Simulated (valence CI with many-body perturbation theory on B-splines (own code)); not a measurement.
**Fe²⁺: one-electron terms**

Level of theory: relativistic CI+MBPT: six valence electrons over a frozen Dirac-Fock core [Ar], radial functions for each j: 7 s, 7 p, 8 d, 6 f, 4 g, 1 h, with the one-electron correlation potential Σ1, the two-electron term Σ2, the three-electron term Σ3, Breit, model QED; selected CI, second order for the rest, scaled by the run's own slope (own B-spline code, finite nucleus).

Against 25 measured levels this calculation errs by 731 cm⁻¹ on average and by 7276 at most. These come from a selection out of Corliss and Sugar, J. Phys. Chem. Ref. Data 11, 135 (1982). Levels without a partner in it may be off by more, other configurations by 1,000 to 8,000 cm⁻¹. Among the levels kept, up to 2700 cm⁻¹ of a level comes from second order outside the variational space, and about a tenth of that is noise between levels of different J, which matters for small intervals. Only levels of the ground parity were solved; by the run's estimate the other parity begins above the list, which can be wrong where configurations are misplaced. 1 measured level below the end of the list, from 30089 cm⁻¹ on, found no clear computed partner, and computed levels of the same name lie up to 7030 cm⁻¹ from them.

These are the spectroscopic orbitals of the CI (the correlating ones are not listed), shaped by the core and the other valence electrons. h is the expectation value of the core's Dirac-Fock operator, without the valence repulsion; Σ1 is computed up to l = 3 at one energy for each symmetry, that of its lowest orbital but kept below the first core excitation, so for empty shells it is not the orbital's own correlation shift; Breit and QED include the response of the core.

| Orbital | h (hartree) | Σ1 (cm⁻¹) | Breit (cm⁻¹) | QED (cm⁻¹) | ⟨r⟩ (bohr) |
| --- | --- | --- | --- | --- | --- |
| 4s1/2 | -3.1628 | -3283 | 30.2 | 24.8 | 2.462 |
| 5s1/2 | -1.5859 | -802 | 9.3 | 7.6 | 5.218 |
| 6s1/2 | -0.95946 | -333 | 4.2 | 3.4 | 8.941 |
| 4p1/2 | -2.6768 | -2057 | 31.9 | -2.3 | 2.851 |
| 5p1/2 | -1.3899 | -587 | 11.1 | -0.8 | 5.934 |
| 6p1/2 | -0.86436 | -264 | 5.3 | -0.4 | 9.924 |
| 4p3/2 | -2.6619 | -2009 | 18.0 | -0.9 | 2.868 |
| 5p3/2 | -1.3845 | -577 | 6.3 | -0.3 | 5.957 |
| 6p3/2 | -0.86181 | -260 | 3.1 | -0.2 | 9.951 |
| 3d3/2 | -5.1243 | -14614 | -10.2 | -32.6 | 1.096 |
| 4d3/2 | -1.8029 | -1009 | 1.3 | -2.2 | 4.300 |
| 5d3/2 | -1.048 | -425 | 0.7 | -0.9 | 8.089 |
| 3d5/2 | -5.1132 | -14484 | -109 | -28.6 | 1.100 |
| 4d5/2 | -1.8012 | -1008 | -5.9 | -1.9 | 4.305 |
| 5d5/2 | -1.0473 | -425 | -2.4 | -0.8 | 8.096 |
| 4f5/2 | -1.2396 | -117 | -0.1 | 0.0 | 5.902 |
| 5f5/2 | -0.80343 | -75.5 | 0.0 | 0.0 | 10.17 |
| 4f7/2 | -1.2397 | -117 | -0.1 | 0.0 | 5.901 |
| 5f7/2 | -0.80348 | -75.4 | -0.1 | 0.0 | 10.17 |
| 5g7/2 | -0.78305 |  | 0.0 | 0.0 | 9.098 |
| 5g9/2 | -0.78304 |  | 0.0 | 0.0 | 9.098 |

Among the shells of the start configuration 3d6, Σ1 is largest in size for 3d3/2, where it is 1.3 % of h.

Lowest root of each symmetry, sizes in configuration state functions:

```tsv
J	Parity	Roots	Reference	Variational	Second order	Change by selected CI (cm⁻¹)	Change by second order (cm⁻¹)
0	even	4	31	74318	4390231	-26859	-376
1	even	4	64	47823	13466188	-26488	-803
2	even	7	94	53092	22280885	-26186	-1143
3	even	7	94	52382	25326389	-26090	-1232
4	even	6	84	45959	23808850	-26181	-1117
5	even	3	54	55062	24928986	-27181	-1356
6	even	3	33	56606	22921441	-27370	-1130
```
